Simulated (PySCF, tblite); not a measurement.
Isomers of C8H15P, one GFN2-xTB conformer each. Single-point energies are computed at PBE0/pcSseg-1 (PySCF, gas phase, no added dispersion term), electronic only.

```tsv
SMILES	GFN2-xTB relative energy (kcal/mol)
C=CP(C=C)C(C)(C)C	33.9
CC(C)=PC1CCCC1	0.0
```

Conformers: `[CH2:1]=[CH:2][P:3]([CH:4]=[CH2:5])[C:6]([CH3:7])([CH3:8])[CH3:9]` with C1–C2–P3–C4 38°, C2–P3–C4–C5 -154°; `[CH3:1][C:2]([CH3:3])=[P:4][CH:5]1[CH2:6][CH2:7][CH2:8][CH2:9]1` with C2–P4–C5–C6 172°, P4–C5–C6–C7 86°, C5–C6–C7–C8 44°, C6–C7–C8–C9 -36°, C7–C8–C9–C5 14°.

Q: What does PBE0/pcSseg-1 give for the same structures?

A: 
| SMILES | PBE0/pcSseg-1 E (Eh) | PBE0/pcSseg-1 (kcal/mol) | GFN2-xTB (kcal/mol) | point group |
| --- | --- | --- | --- | --- |
| CC(C)=PC1CCCC1 | -654.64207 | 0.0 | 0.0 | C1 |
| C=CP(C=C)C(C)(C)C | -654.61035 | 19.9 | 33.9 | C1 |

Both levels put the same isomer lowest. As drawn, the higher has a C=C bond outside aromatic rings, which the lower lacks.

Q: Which frontier levels, dipoles and rotational constants go with these structures?

A: 
| SMILES | HOMO (eV, PBE0/pcSseg-1) | LUMO (eV) | dipole (D) | A, B, C (MHz) |
| --- | --- | --- | --- | --- |
| CC(C)=PC1CCCC1 | -6.51 | -1.07 | 1.68 | 2873, 801.1, 719.4 |
| C=CP(C=C)C(C)(C)C | -6.33 | -0.35 | 1.21 | 1620, 1235, 885.8 |

Q: What happens when harmonic zero-point energies from GFN2-xTB frequencies are added?

A: 
| SMILES | ZPE (kcal/mol) | electronic (kcal/mol) | with ZPE (kcal/mol) |
| --- | --- | --- | --- |
| CC(C)=PC1CCCC1 | 132.0 | 0.0 | 0.0 |
| C=CP(C=C)C(C)(C)C | 128.0 | 19.9 | 15.9 |

The zero-point energies span 4.0 kcal/mol. The order is unchanged.
